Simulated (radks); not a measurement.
Tc19+, 24 electrons, occupied as [Ar] 3d6 (the NIST ground configuration).

All-electron calculation, Dirac Kohn-Sham, BLYP, spin-unpolarised, spherical densities, finite nucleus; open shells fill j = l - 1/2 first; Fermi nuclear charge, rms radius 4.4112 fm. Program: a radial shooting solver on a logarithmic mesh with Libxc functionals.

Energy parts (eV):
total: -111691.115
kinetic: 116224.902
electron-nucleus: -254871.693
Hartree: 29910.906
exchange-correlation: -2955.230

Orbitals (lengths in bohr, moments of r in powers of bohr; <r^-3> diverges for s and p1/2):
| orbital | occ. | eigenvalue (eV) | <r^-3> | <r^2> |
|---|---|---|---|---|
| 1s1/2 | 2 | -21488.44 | - | 0.001586 |
| 2s1/2 | 2 | -3593.930 | - | 0.02614 |
| 2p1/2 | 2 | -3365.501 | - | 0.01968 |
| 2p3/2 | 4 | -3246.571 | 2608 | 0.02101 |
| 3s1/2 | 2 | -1066.720 | - | 0.1789 |
| 3p1/2 | 2 | -980.2583 | - | 0.1720 |
| 3p3/2 | 4 | -957.5880 | 504.9 | 0.1797 |
| 3d3/2 | 4 | -810.4700 | 78.16 | 0.1517 |
| 3d5/2 | 2 | -805.7867 | 74.48 | 0.1538 |
| 4s1/2 | 0 | -489.1153 | - | 0.7735 |
| 4p1/2 | 0 | -456.4434 | - | 0.8013 |
| 4p3/2 | 0 | -449.9719 | 145.2 | 0.8257 |

The highest occupied level is 3d5/2 at -805.79 eV. The electron density at the nucleus is 1.001e+05 e/bohr^3. For comparison, the ionisation energy in NIST's Atomic Spectra Database is 829 eV (theoretical). In exact Kohn-Sham theory the highest level is minus the ionisation energy, but local and semilocal functionals leave it too shallow, through self-interaction and a potential that decays too fast; potentials with the right tail come closer. Summed over all electrons, <r^2> = 2.514 bohr^2, which gives a Langevin (diamagnetic) susceptibility term of -1.99 x 10^-6 cm^3/mol. The density falls to 0.001 e/bohr^3 at r = 1.19 bohr.

Beside tabulated values, note that spin-unpolarised runs miss the spin-polarisation part of the exchange energy of open shells.
